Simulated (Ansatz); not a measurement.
Ansatz (an electronic-structure program) input file for Cd(Cl)(OSiH3) (CdClH₃OSi), SMILES [SiH3][O][Cd][Cl], PBE0-D3(BJ)/def2-SVP. 

Ansatz 0.2 input:
```yaml
crystal:
  periodic: [false, false, false]
  atoms:
    - {symbol: Cd, position_ang: [-0.44114511, 0.37161597, -0.05956409]}
    - {symbol: Cl, position_ang: [-1.19585033, 0.76246090, 2.00888879]}
    - {symbol: O, position_ang: [1.07661058, -0.82042404, -0.34888130]}
    - {symbol: Si, position_ang: [1.89268327, -1.39579681, -1.61365067]}
    - {symbol: H, position_ang: [0.98872933, -2.15904955, -2.49680522]}
    - {symbol: H, position_ang: [2.92459513, -2.25073696, -1.02504288]}
    - {symbol: H, position_ang: [2.48064580, -0.28506803, -2.38802538]}
basis:
  gaussian:
    orbitals: def2-SVP
hamiltonian:
  xc: pbe0
  dispersion: d3bj
relax: {f_tol: 0.002, max_steps: 200}
```

It prints:

```
WARN ansatz: RAYON_NUM_THREADS=1 ignored (pool sized by the plan → 1); use --threads N
Functional definition: PBE0
integrals: 0.05 GiB planned
987 factors; integrals over basis functions are off by at most 3.3e-4 eV
mean field: 0.41 GiB planned
mean field evaluation 1: about -27036.8936 eV, gradient 5.8e1 eV
mean field evaluation 2: about -26970.7713 eV, gradient 1.7e2 eV
mean field evaluation 4: about -27043.2085 eV, gradient 1.2e1 eV
mean field evaluation 8: about -27043.6589 eV, gradient 6.6e-1 eV
mean field evaluation 16: about -27043.6602 eV, gradient 1.3e-4 eV
mean field -27043.66018155 eV, -993.8361808207 hartree, gradient 3.1e-5 eV, S^2 0.000000; 0 other end points of the search recorded, 0 dependent functions left out
the calculation of the forces begins
reference -27043.66021486 eV, -993.8361820448 hartree; 31, 31 occupied and 65, 65 virtual orbitals, 987 factors
relax step   1: F+E_penalty+E_count = -27043.80209766 eV  Δ(F+E_penalty+E_count) = +0.000e0 eV  max|allowed force component| = 9.113e-1 eV/Å  Δτ_max = 0.0000 Å  (29 SCF iters, accepted)
these checks for a lower state are left out or cut short: starts, cluster_reference, orbital_swaps, neighbouring_geometries, increment
integrals: 0.05 GiB planned
987 factors; integrals over basis functions are off by at most 3.7e-4 eV
mean field: 0.41 GiB planned
mean field -27043.96284626 eV, -993.8473035437 hartree, gradient 2.3e-5 eV, S^2 0.000000; 0 other end points of the search recorded, 0 dependent functions left out
the calculation of the forces begins
reference -27043.96287982 eV, -993.8473047770 hartree; 31, 31 occupied and 65, 65 virtual orbitals, 987 factors
relax step   2: F+E_penalty+E_count = -27044.10085295 eV  Δ(F+E_penalty+E_count) = -2.988e-1 eV  max|allowed force component| = 7.540e-1 eV/Å  Δτ_max = 0.1986 Å  (33 SCF iters, accepted)
these checks for a lower state are left out or cut short: starts, cluster_reference, orbital_swaps, neighbouring_geometries, increment
integrals: 0.05 GiB planned
987 factors; integrals over basis functions are off by at most 3.9e-4 eV
mean field: 0.40 GiB planned
mean field evaluation 32: about -27044.2026 eV, gradient 6.6e-6 eV
mean field -27044.20260396 eV, -993.8561144766 hartree, gradient 6.6e-6 eV, S^2 0.000000; 0 other end points of the search recorded, 0 dependent functions left out
the calculation of the forces begins
reference -27044.20263746 eV, -993.8561157078 hartree; 31, 31 occupied and 65, 65 virtual orbitals, 987 factors
relax step   3: F+E_penalty+E_count = -27044.33765112 eV  Δ(F+E_penalty+E_count) = -2.368e-1 eV  max|allowed force component| = 7.835e-1 eV/Å  Δτ_max = 0.1927 Å  (32 SCF iters, accepted)
these checks for a lower state are left out or cut short: starts, cluster_reference, orbital_swaps, neighbouring_geometries, increment
integrals: 0.05 GiB planned
987 factors; integrals over basis functions are off by at most 4.0e-4 eV
mean field: 0.40 GiB planned
mean field -27044.38824029 eV, -993.8629364859 hartree, gradient 6.5e-6 eV, S^2 0.000000; 0 other end points of the search recorded, 0 dependent functions left out
the calculation of the forces begins
reference -27044.38827361 eV, -993.8629377106 hartree; 31, 31 occupied and 65, 65 virtual orbitals, 987 factors
relax step   4: F+E_penalty+E_count = -27044.52181363 eV  Δ(F+E_penalty+E_count) = -1.842e-1 eV  max|allowed force component| = 4.505e-1 eV/Å  Δτ_max = 0.2000 Å  (32 SCF iters, accepted)
these checks for a lower state are left out or cut short: starts, cluster_reference, orbital_swaps, neighbouring_geometries, increment
integrals: 0.05 GiB planned
987 factors; integrals over basis functions are off by at most 4.2e-4 eV
mean field: 0.41 GiB planned
mean field -27044.49022152 eV, -993.8666842268 hartree, gradient 6.8e-6 eV, S^2 0.000000; 0 other end points of the search recorded, 0 dependent functions left out
the calculation of the forces begins
reference -27044.49025486 eV, -993.8666854522 hartree; 31, 31 occupied and 65, 65 virtual orbitals, 987 factors
relax step   5: F+E_penalty+E_count = -27044.62328640 eV  Δ(F+E_penalty+E_count) = -1.015e-1 eV  max|allowed force component| = 2.727e-1 eV/Å  Δτ_max = 0.1999 Å  (32 SCF iters, accepted)
these checks for a lower state are left out or cut short: starts, cluster_reference, orbital_swaps, neighbouring_geometries, increment
integrals: 0.05 GiB planned
987 factors; integrals over basis functions are off by at most 4.4e-4 eV
mean field: 0.41 GiB planned
mean field -27044.51740241 eV, -993.8676831063 hartree, gradient 1.6e-5 eV, S^2 0.000000; 0 other end points of the search recorded, 0 dependent functions left out
the calculation of the forces begins
reference -27044.51743584 eV, -993.8676843347 hartree; 31, 31 occupied and 65, 65 virtual orbitals, 987 factors
relax step   6: F+E_penalty+E_count = -27044.65104496 eV  Δ(F+E_penalty+E_count) = -2.776e-2 eV  max|allowed force component| = 2.191e-1 eV/Å  Δτ_max = 0.1700 Å  (31 SCF iters, accepted)
these checks for a lower state are left out or cut short: starts, cluster_reference, orbital_swaps, neighbouring_geometries, increment
integrals: 0.05 GiB planned
987 factors; integrals over basis functions are off by at most 4.6e-4 eV
mean field: 0.40 GiB planned
mean field -27044.52661782 eV, -993.8680217663 hartree, gradient 2.1e-5 eV, S^2 0.000000; 0 other end points of the search recorded, 0 dependent functions left out
the calculation of the forces begins
reference -27044.52665127 eV, -993.8680229955 hartree; 31, 31 occupied and 65, 65 virtual orbitals, 987 factors
relax step   7: F+E_penalty+E_count = -27044.66233878 eV  Δ(F+E_penalty+E_count) = -1.129e-2 eV  max|allowed force component| = 1.827e-1 eV/Å  Δτ_max = 0.1456 Å  (31 SCF iters, accepted)
these checks for a lower state are left out or cut short: starts, cluster_reference, orbital_swaps, neighbouring_geometries, increment
integrals: 0.05 GiB planned
987 factors; integrals over basis functions are off by at most 4.6e-4 eV
mean field: 0.40 GiB planned
mean field evaluation 64: about -27044.5281 eV, gradient 6.2e-4 eV
mean field -27044.52806705 eV, -993.8680750246 hartree, gradient 2.1e-5 eV, S^2 0.000000; 0 other end points of the search recorded, 0 dependent functions left out
the calculation of the forces begins
reference -27044.52810015 eV, -993.8680762409 hartree; 31, 31 occupied and 65, 65 virtual orbitals, 987 factors
relax step   8: F+E_penalty+E_count = -27044.66495959 eV  Δ(F+E_penalty+E_count) = -2.621e-3 eV  max|allowed force component| = 1.097e-1 eV/Å  Δτ_max = 0.1000 Å  (31 SCF iters, accepted)
these checks for a lower state are left out or cut short: starts, cluster_reference, orbital_swaps, neighbouring_geometries, increment
integrals: 0.05 GiB planned
987 factors; integrals over basis functions are off by at most 4.6e-4 eV
mean field: 0.40 GiB planned
mean field -27044.52916947 eV, -993.8681155377 hartree, gradient 2.1e-5 eV, S^2 0.000000; 0 other end points of the search recorded, 0 dependent functions left out
the calculation of the forces begins
reference -27044.52920261 eV, -993.8681167555 hartree; 31, 31 occupied and 65, 65 virtual orbitals, 987 factors
relax step   9: F+E_penalty+E_count = -27044.66568771 eV  Δ(F+E_penalty+E_count) = -7.281e-4 eV  max|allowed force component| = 6.640e-2 eV/Å  Δτ_max = 0.0224 Å  (33 SCF iters, accepted)
these checks for a lower state are left out or cut short: starts, cluster_reference, orbital_swaps, neighbouring_geometries, increment
integrals: 0.05 GiB planned
987 factors; integrals over basis functions are off by at most 4.6e-4 eV
mean field: 0.40 GiB planned
mean field -27044.52917946 eV, -993.8681159048 hartree, gradient 2.3e-5 eV, S^2 0.000000; 0 other end points of the search recorded, 0 dependent functions left out
the calculation of the forces begins
reference -27044.52921266 eV, -993.8681171250 hartree; 31, 31 occupied and 65, 65 virtual orbitals, 987 factors
relax step  10: F+E_penalty+E_count = -27044.66584972 eV  Δ(F+E_penalty+E_count) = -1.620e-4 eV  max|allowed force component| = 1.083e-2 eV/Å  Δτ_max = 0.0107 Å  (25 SCF iters, accepted)
these checks for a lower state are left out or cut short: starts, cluster_reference, orbital_swaps, neighbouring_geometries, increment
integrals: 0.05 GiB planned
987 factors; integrals over basis functions are off by at most 4.6e-4 eV
mean field: 0.40 GiB planned
mean field -27044.52923881 eV, -993.8681180861 hartree, gradient 1.7e-5 eV, S^2 0.000000; 0 other end points of the search recorded, 0 dependent functions left out
the calculation of the forces begins
reference -27044.52927205 eV, -993.8681193074 hartree; 31, 31 occupied and 65, 65 virtual orbitals, 987 factors
relax step  11: F+E_penalty+E_count = -27044.66586265 eV  Δ(F+E_penalty+E_count) = -1.293e-5 eV  max|allowed force component| = 1.530e-3 eV/Å  Δτ_max = 0.0036 Å  (25 SCF iters, accepted)
these checks for a lower state are left out or cut short: starts, cluster_reference, orbital_swaps, neighbouring_geometries, increment
integrals: 0.05 GiB planned
987 factors; integrals over basis functions are off by at most 4.6e-4 eV
mean field: 0.40 GiB planned
mean field -27044.52925541 eV, -993.8681186961 hartree, gradient 6.3e-5 eV, S^2 0.000000; 0 other end points of the search recorded, 0 dependent functions left out
the calculation of the forces begins
reference -27044.52928872 eV, -993.8681199201 hartree; 31, 31 occupied and 65, 65 virtual orbitals, 987 factors
relax step  12: F+E_penalty+E_count = -27044.66586456 eV  Δ(F+E_penalty+E_count) = -1.914e-6 eV  max|allowed force component| = 2.707e-3 eV/Å  Δτ_max = 0.0021 Å  (21 SCF iters, accepted)
these checks for a lower state are left out or cut short: starts, cluster_reference, orbital_swaps, neighbouring_geometries, increment
integrals: 0.05 GiB planned
987 factors; integrals over basis functions are off by at most 4.6e-4 eV
mean field: 0.40 GiB planned
mean field evaluation 96: about -27044.5293 eV, gradient 1.8e-5 eV
mean field -27044.52927499 eV, -993.8681194154 hartree, gradient 1.8e-5 eV, S^2 0.000000; 0 other end points of the search recorded, 0 dependent functions left out
the calculation of the forces begins
reference -27044.52930841 eV, -993.8681206437 hartree; 31, 31 occupied and 65, 65 virtual orbitals, 987 factors
relax step  13: F+E_penalty+E_count = -27044.66586726 eV  Δ(F+E_penalty+E_count) = -2.698e-6 eV  max|allowed force component| = 4.799e-3 eV/Å  Δτ_max = 0.0038 Å  (24 SCF iters, accepted)
these checks for a lower state are left out or cut short: starts, cluster_reference, orbital_swaps, neighbouring_geometries, increment
integrals: 0.05 GiB planned
987 factors; integrals over basis functions are off by at most 4.6e-4 eV
mean field: 0.40 GiB planned
mean field -27044.52928437 eV, -993.8681197604 hartree, gradient 9.7e-6 eV, S^2 0.000000; 0 other end points of the search recorded, 0 dependent functions left out
the calculation of the forces begins
reference -27044.52931789 eV, -993.8681209921 hartree; 31, 31 occupied and 65, 65 virtual orbitals, 987 factors
relax step  14: F+E_penalty+E_count = -27044.66586972 eV  Δ(F+E_penalty+E_count) = -2.467e-6 eV  max|allowed force component| = 4.775e-3 eV/Å  Δτ_max = 0.0055 Å  (25 SCF iters, accepted)
these checks for a lower state are left out or cut short: starts, cluster_reference, orbital_swaps, neighbouring_geometries, increment
integrals: 0.05 GiB planned
987 factors; integrals over basis functions are off by at most 4.6e-4 eV
mean field: 0.40 GiB planned
mean field -27044.52927440 eV, -993.8681193938 hartree, gradient 8.8e-5 eV, S^2 0.000000; 0 other end points of the search recorded, 0 dependent functions left out
the calculation of the forces begins
reference -27044.52930787 eV, -993.8681206239 hartree; 31, 31 occupied and 65, 65 virtual orbitals, 987 factors
relax step  15: F+E_penalty+E_count = -27044.66587251 eV  Δ(F+E_penalty+E_count) = -2.785e-6 eV  max|allowed force component| = 1.262e-3 eV/Å  Δτ_max = 0.0024 Å  (22 SCF iters, accepted)
integrals: 0.05 GiB planned
987 factors; integrals over basis functions are off by at most 4.6e-4 eV
mean field: 0.40 GiB planned
mean field -27044.52927440 eV, -993.8681193938 hartree, gradient 8.8e-5 eV, S^2 0.000000; 1 other end points of the search recorded, 0 dependent functions left out
the calculation of the forces begins
reference -27044.52930787 eV, -993.8681206239 hartree; 31, 31 occupied and 65, 65 virtual orbitals, 987 factors
Total energy: -27044.66590598 eV, -993.8731405119 hartree
Atom 0 at    -0.093400     0.021991     0.618360 Å, force    -0.000109    -0.001262    -0.000171 eV/Å
Atom 1 at    -1.745626     1.254585     1.566069 Å, force    -0.000130     0.000771     0.000002 eV/Å
Atom 2 at     1.357167    -1.065520    -0.116152 Å, force     0.000018     0.000233     0.000282 eV/Å
Atom 3 at     1.912878    -1.410220    -1.628595 Å, force     0.000364    -0.000255    -0.000542 eV/Å
Atom 4 at     0.866984    -2.080544    -2.471457 Å, force     0.000399     0.000047     0.000784 eV/Å
Atom 5 at     3.090471    -2.323959    -1.525681 Å, force    -0.000685     0.000414    -0.000490 eV/Å
Atom 6 at     2.337795    -0.173332    -2.365623 Å, force     0.000143     0.000052     0.000135 eV/Å
Dipole moment:    -0.000318     0.001468    -0.022651 e Å
```

The calculation finished and met its thresholds.

Cost: roughly 70 core-seconds.
